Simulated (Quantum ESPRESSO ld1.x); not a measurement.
Task: Neutral argon, configuration [Ar]. All-electron calculation, non-relativistic Kohn-Sham, LDA (Slater exchange, VWN5 correlation), spin-polarised, spherical densities, point nucleus. Program: ld1.x of Quantum ESPRESSO 7.5. Some entries of the table are withheld. Estimate them.

orbital  occ.  eigenvalue (hartree)  r(max) (bohr)  <r^2> (bohr^2)
1s          2              -113.800          0.057         0.01003
2s          2              -10.7942            (1)             (2)
2p          6              -8.44344          0.282             (3)
3s          2              -0.88338           1.18           2.333
3p          6                   (4)           1.29             (5)

Result: 
(1) 2s r(max) (bohr): 0.342
(2) 2s <r^2> (bohr^2): 0.2073
(3) 2p <r^2> (bohr^2): 0.1778
(4) 3p eigenvalue (hartree): -0.38233
(5) 3p <r^2> (bohr^2): 3.354
